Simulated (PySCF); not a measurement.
SMILES F[Si](F)(F)N[Si](F)(F)F at its PBE0/def2-SVP optimised geometry (Å):

```
10

Si     0.7515    -1.2807     0.0000
F      0.2840    -2.1166    -1.2761
F      2.3478    -1.2807     0.0000
F      0.2010    -2.0422     1.2876
N      0.2066     0.3345     0.0000
Si    -1.2869     0.9503     0.5387
F     -1.7824     2.1166    -0.4315
F     -1.2274     1.5775     2.0050
F     -2.3478    -0.2402     0.5568
H      0.8655     1.0146    -0.3744
```

Calculation: PySCF 2.14.0 with PBE0/def2-TZVP. Cells within 0.4 Å of a nucleus heavier than hydrogen are left out (blank, or x).

Map of the HOMO−1 amplitude (bohr^(-3/2)) on the plane z = 0.0 Å; orbital energy -12.43 eV, overall sign arbitrary:

```
|55555555555555555555555555555|
|55555555555555555555555555555|
|55555555555555555555555555555|
|55555555555555555555555555555|
|55555555555555555555555555555|
|55555556665555555555555555555|
|55555567875555555555555555555|
|55555568975555555555555555555|
|55555567754455555555555555555|
|55555555544456655555555555555|
|55555555444567765555555555555|
|55555555445678875544555555555|
|55555555555689xx4444555555555|
|55555565555678xx0244555555555|
|55555666555566xx0234555555555|
|55555676555554211245666555555|
|55555666555544322346787655555|
|5555555555554443xx569xx655555|
|5555555555555445xx556xx344555|
|5555555555555555xx443xx244455|
|55555555555555554444312344455|
|55555555555555544444433444455|
|55555555555554444444444444555|
|55555555555554444444444445555|
|55555555555554444444444555555|
|55555555555555545555555555555|
|55555555555555555555555555555|
|55555555555555555555555555555|
|55555555555555555555555555555|
```
Scale: ten equal steps from -0.144 (start of '0') to 0.136 (end of '9'), in the order '0123456789'; x runs from -4.50 to 4.50, y from -4.50 (bottom) to 4.50 (top).
